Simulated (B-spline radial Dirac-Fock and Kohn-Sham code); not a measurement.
# Binding energies of Se⁴⁺ in different valence configurations

Model: Dirac-Fock energy differences between relaxed states, corrected for Breit and QED terms. Program: a radial B-spline solver. The model has no electron correlation.

Reference: the tabulated ground configuration [Ar] 3d10 4s2, with 2s 1723.8 eV, 2p1/2 1540.3 eV, 2p3/2 1499.3 eV, 3p1/2 232.9 eV, 3p3/2 227.0 eV, 4s 65.56 eV, Kα1 11222.6 eV, Kβ1 12494.9 eV.

Shifts from the reference in eV.

| configuration | average energy | 2s | 2p1/2 | 2p3/2 | 3p1/2 | 3p3/2 | 4s | Kα1 | Kβ1 |
| --- | --- | --- | --- | --- | --- | --- | --- | --- | --- |
| [Ar] 3d10 4s1 4p1 | +11.75 | +1.06 | +1.36 | +1.36 | +1.42 | +1.42 | +2.48 | -0.19 | -0.24 |
| [Ar] 3d9 4s2 4p1 | +59.61 | +18.59 | +18.44 | +18.45 | +13.11 | +12.96 | +4.88 | -1.37 | +4.12 |

Values without a named source are computed, but for edge energies of neutral atoms, which are taken from tables.
